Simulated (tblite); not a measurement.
`CC1CC(=COC(C)C)C1`. Computed geometry: GFN2-xTB, gas phase.

```
atom  x, y, z in Å
C1     4.1212   -0.1564   -0.0477
C2     2.8240    0.5767   -0.3331
C3     2.0299    1.0386    0.9093
C4     0.8536    0.2512    0.4031
C5    -0.3936    0.1348    0.8249
O6    -1.3102   -0.6704    0.2102
C7    -2.6688   -0.3789    0.4910
C8    -3.4884   -1.5708    0.0109
C9    -3.1027    0.9149   -0.2009
C10    1.6296   -0.3051   -0.7581
H11    4.8559    0.5226    0.3812
H12    4.5323   -0.5749   -0.9643
H13    3.9506   -0.9684    0.6561
H14    3.0086    1.3931   -1.0339
H15    1.8678    2.1130    0.9961
H16    2.4386    0.6721    1.8514
H17   -0.7361    0.6613    1.7130
H18   -2.7945   -0.2614    1.5815
H19   -3.1640   -2.4740    0.5204
H20   -4.5432   -1.4074    0.2128
H21   -3.3440   -1.7067   -1.0574
H22   -2.9768    0.8170   -1.2765
H23   -2.4957    1.7503    0.1426
H24   -4.1457    1.1262    0.0183
H25    1.8229   -1.3751   -0.6832
H26    1.2076   -0.0997   -1.7412
```

(1) How far are the heavy atoms from their best plane (unweighted least squares)?

(2) Which two atoms are farthest apart?

(3) Give the dihedral angles H12–C1–C2–C10, C9–C7–C8–H21, H17–C5–O6–C7, H13–C1–C2–H14, H15–C3–C4–C10.

(4) Where is the centre of mass (commonest isotopes), and what is the radius of gyration?

(5) Write the matrix of distances between heavy atoms (Å, lower triangle).

## Answers

(1) 0.458 Å rms; C1 0.12, C2 0.47, C3 0.49, C4 0.20, C5 0.56, O6 0.19, C7 0.27, C8 0.16, C9 0.84, C10 0.66 Å (magnitudes).

(2) H11···H20, 9.60 Å; the next longest distance is 9.19 Å.

(3) H12–C1–C2–C10 68° (synclinal); C9–C7–C8–H21 61° (synclinal); H17–C5–O6–C7 21° (synperiplanar); H13–C1–C2–H14 180° (antiperiplanar); H15–C3–C4–C10 122° (anticlinal). Dihedral signs follow IUPAC: positive where, seen along the central bond, the front bond turns clockwise onto the rear one.

(4) Mass 140.120 u; centre at (0.001, -0.032, 0.145) Å; Rg = √(Σ m r²/M) = 2.771 Å. As Ia + Ib + Ic = 2 Σ m r², the three principal moments sum to 2152.1 u·Å².

(5) 
```
C1    0.000
C2    1.517  0.000
C3    2.592  1.545  0.000
C4    3.324  2.128  1.503  0.000
C5    4.608  3.448  2.588  1.322  0.000
O6    5.462  4.352  3.817  2.360  1.366  0.000
C7    6.815  5.636  4.926  3.579  2.356  1.418  0.000
C8    7.740  6.677  6.170  4.725  3.626  2.365  1.524  0.000
C9    7.305  5.938  5.253  4.057  3.000  2.428  1.530  2.524  0.000
C10   2.595  1.544  2.179  1.503  2.606  3.117  4.477  5.328  4.919  0.000
```

Its GFN2-xTB frequencies are all real (lowest 28 cm⁻¹). The numbers are those of one conformer.
